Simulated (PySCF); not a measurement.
## Spinor energies of La (lanthanum, neutral)

Start: [Xe] 4f1 6s2; 4f7/2 filled at m_j = +7/2. Calculated with PySCF 2.14 in x2c-TZVPall-2c with one added diffuse shell each of s, p, d type (12s12p11d2f, 117 functions): generalised Hartree-Fock with the X2C-1e Hamiltonian and a Gaussian nucleus; spin-orbit coupling (SO) screened by Boettger's factors. This is a chosen level, not necessarily the ground level.

```tsv
spinor shell	electrons	ε, screened SO (eV)	weight of nominal j (screened SO)	rms radius, screened SO (bohr)
1s1/2	2	-39111.7	1.000	0.0286
2s1/2	2	-6329.8	1.000	0.116
2p1/2	2	-5956.0	1.000	0.100
2p3/2	4	-5539.4	1.000	0.106
3s1/2	2	-1395.0	1.000	0.303
3p1/2	2	-1236.2	1.000	0.295
3p3/2	4	-1152.8	1.000	0.307
3d3/2	4	-877.24	1.000	0.279
3d5/2	6	-859.66	1.000	0.283
4s1/2	2	-296.37	1.000	0.695
4p1/2	2	-235.35	0.998	0.721
4p3/2	4	-217.79	0.999	0.748
4d3/2	4	-115.55	0.970	0.825
4d5/2	6	-112.99	0.980	0.836
5s1/2	2	-46.039	1.000	1.70
5p1/2	2	-27.542	0.957	1.92
5p3/2	4	-24.996	0.979	2.01
6s1/2	2	-4.537	0.999	5.31
4f7/2	1	-2.278	1.000	1.60
```

| quantity | screened SO |
| --- | --- |
| E (hartree) | -8490.89144 |
| M_J | 7/2 |
| ⟨J²⟩ | 15.774 |
| ⟨L²⟩ | 12.062 |
| ⟨S²⟩ | 0.791 |

Each row is a mean over spinors that exchange with the open shell spreads, by up to 4.824 eV (4d5/2).

Breit and QED terms are absent; they matter most for the inner s and p1/2 levels.

Densities and radii are taken from the X2C orbitals without a picture-change correction, which distorts them close to the nucleus.
